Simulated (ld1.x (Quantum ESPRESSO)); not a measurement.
## Before and after: TM potential for antimony (Sb)

```json
{
  "Element": "antimony",
  "Generator": "ld1.x (Quantum ESPRESSO) 7.5",
  "Type": "norm-conserving Troullier–Martins (Kleinman–Bylander form)",
  "Functional": "PBE",
  "Relativity": "fully relativistic",
  "Frozen core": "[Kr] 4d10",
  "Valence charge": "5",
  "Reference configuration": "5s2 5p2.5 (charge +0.5)",
  "Partial waves": "5s (bound): rc 1.90 bohr; 5p (bound): rc 2.10 bohr; 5d channel at 0.35 Ry: rc 2.10 bohr",
  "Local potential": "all-electron potential smoothed inside 2.00 bohr (lloc = -1)",
  "Core correction": "a·sin(br)/r model core inside 1.50 bohr"
}
```

Open shells are filled in proportion to 2j + 1 (rel_dist='average').

All-electron outer shells of the reference configuration (PBE, scalar-relativistic, ld1.x):

| shell | level (eV) | outermost node (bohr) | outermost maximum (bohr) |
| --- | --- | --- | --- |
| 4d | -37.56 | 0.38 | 0.84 |
| 5s | -16.59 | 0.95 | 1.88 |
| 5p | -8.27 | 1.04 | 2.29 |

Change: wave 5p (bound): rc 2.10 bohr becomes 5p (bound): rc 2.98 bohr.

Cutoffs: the cutoffs (Ry, on a coarse ladder) from which the occupation-weighted sum of valence levels, in a spherical-Bessel basis at the reference potential, stays within 10 and 1 mRy of its value at 400 Ry; they do not see the model core or the augmentation charge, which bear on the density cutoff. Errors are all-electron minus pseudo energies relative to the spin-unpolarised reference configuration.

What does the change do?

The potential gets neither clearly harder nor softer (21 Ry and 35 Ry → 21 Ry and 35 Ry); the s channel sets the loose cutoff, while the largest relative change is in p, which becomes softer; of the 7 tests that both files solve, the error grows in 3 and shrinks in 2 by more than 15 % and 0.3 meV (median size 9.5 → 0.6 meV); neither file shows a bound ghost.

```tsv
quantity	base	changed
cutoff, loose	21 Ry	21 Ry
cutoff, tight	35 Ry	35 Ry
loose cutoff by channel (10 mRy a level)	s 12 Ry, p 10 Ry	s 12 Ry, p 6 Ry
bound ghosts	none	none
error for 5s2 5p3, meV [ΔE -3.27 eV]	-0.1	0.0
error for 5s2 5p2, meV [ΔE 5.06 eV]	-0.6	-0.8
error for 5s2 5p1, meV [ΔE 21.05 eV]	-14	-22
error for 5s0 5p5, meV [ΔE 13.11 eV]	-41	-0.6
error for 5s1 5p0, meV [ΔE 89.78 eV]	-361	-474
error for 5s1 5p4, meV [ΔE 4.82 eV]	-9.5	-0.3
error for 5s2 5p3.3, meV [ΔE -4.43 eV]	+0.1	+0.4
```
